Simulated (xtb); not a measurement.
Al(H)(vinyl)(OMe) (C3H7AlO), SMILES C[O][AlH][CH]=C. All values are semi-empirical tight-binding results from xtb (GFN2-xTB unless named), good for trends rather than for accurate numbers. Geometry optimised at GFN2-xTB. The structure was generated by enumeration; whether it is a known compound was not checked. The values are those of a single conformer.

For metal compounds this method's bond lengths and energies can be far off.

```
Item                                          Result
-------------------------------------  -------------
orbital gap                                  3.98 eV
zero-point energy                      54.7 kcal/mol
G − E(el) at 298.15 K (modified RRHO)  34.1 kcal/mol
```
